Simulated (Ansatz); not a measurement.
Consider the cleavage of the Al–Si bond: `[SiH3][AlH][SH]` + `[SiH3]S` → `[SiH3][S][AlH][SH]` + SiH₄.

Program: Ansatz. Geometries: PBE0-D4/def2-TZVP. ΔE: electronic, gas phase. CCSD(T)/CBS is the MP2 limit (def2-TZVPP, def2-QZVPP) plus CCSD(T) − MP2 in def2-TZVPP, frozen cores. This one scheme is used for every species. Functionals use def2-TZVPP. B3LYP here is the variant with VWN-RPA as its local correlation; programs differ in this. One conformer a species, not always the lowest.

`[SiH3][AlH][SH]`:

Cartesian coordinates in Å:
```
Si 1.119 0.722 0.811
Al -0.895 -0.205 -0.224
S -0.594 -1.621 -1.861
H 2.359 0.241 0.142
H 1.195 0.340 2.250
H 1.111 2.212 0.750
H -2.387 0.132 0.194
H -1.907 -1.823 -2.062
```

`[SiH3]S`:

Cartesian coordinates in Å:
```
Si 0.406 0.155 -0.300
S -0.968 0.223 1.336
H 1.204 -1.097 -0.292
H 1.295 1.324 -0.097
H -0.292 0.270 -1.605
H -1.644 -0.875 0.959
```

`[SiH3][S][AlH][SH]`:

Cartesian coordinates in Å:
```
Si 0.522 0.845 -1.211
S -0.896 1.443 0.269
Al -0.965 -0.292 1.588
S 0.071 -2.166 1.183
H 0.600 1.952 -2.193
H 0.091 -0.399 -1.903
H 1.860 0.608 -0.612
H -1.811 -0.184 2.908
H 0.527 -1.807 -0.029
```

SiH₄:

Z-matrix (Å, degrees):
```
Si
H 1 1.485
H 1 1.485 2 109.5
H 1 1.485 2 109.5 3 -120.0
H 1 1.485 2 109.5 3 120.0
```

Problem. Is it downhill or uphill in electronic energy at CCSD(T)/CBS, and by how much? (Best estimate.)

Solution. Ansatz gave: Downhill: ΔE = -117.3 kJ/mol.

Problem. What do these levels give: B3LYP-D4, BHLYP, RPA@PBE/def2-TZVPP, HF/def2-SVP, HF/def2-QZVPP, SCS-MP2/def2-QZVPP? (Estimate.)

Solution. Computed: B3LYP-D4 -114.9, BHLYP -113.0, RPA@PBE/def2-TZVPP -109.9, HF/def2-SVP -117.4, HF/def2-QZVPP -116.5, SCS-MP2/def2-QZVPP -124.8 kJ/mol.

Largest T1 diagnostic among the species: 0.013.

The D4 term adds −8.9 kJ/mol with B3LYP and −4.9 kJ/mol with PBE0; it sums over pairs of atoms, weighted by their polarisabilities, and B3LYP, whose exchange is more repulsive, gets the larger term. At CCSD(T), def2-SVP lies +3.0 kJ/mol from the extrapolated value and def2-TZVPP +2.7 kJ/mol. From BLYP to BHLYP (50 % exact exchange), in def2-TZVPP and without D4, ΔE moves by −11.9 kJ/mol.
